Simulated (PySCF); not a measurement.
## How methods differ on the fine-structure interval of Rb³²⁺

Rb³²⁺ [He] 2s2 2p1 [2p1/2^1, M_J = 1/2] → Rb³²⁺ [He] 2s2 2p1 [2p3/2^1, M_J = 3/2], as a difference of total energies. Computed with PySCF 2.14 in an uncontracted even-tempered set (17 s from 12 bohr⁻², ratio 2.4; 12 p from 16 bohr⁻², ratio 2.4; 5 d from 54 bohr⁻², ratio 2.6; 4 f from 81 bohr⁻², ratio 2.6), with the two-component X2C-1e Hamiltonian. Correlated levels: nothing frozen; the 34 highest virtual spinors dropped. "Screened" scales the spin-orbit matrix elements by Boettger's factors to mimic the two-electron term; Breit and QED terms are absent.

| method | fine-structure interval (cm⁻¹) |
| --- | --- |
| GHF (screened spin-orbit) | 572870 |
| GMP2 (screened spin-orbit) | 569100 |
| GHF (bare spin-orbit) | 606330 |
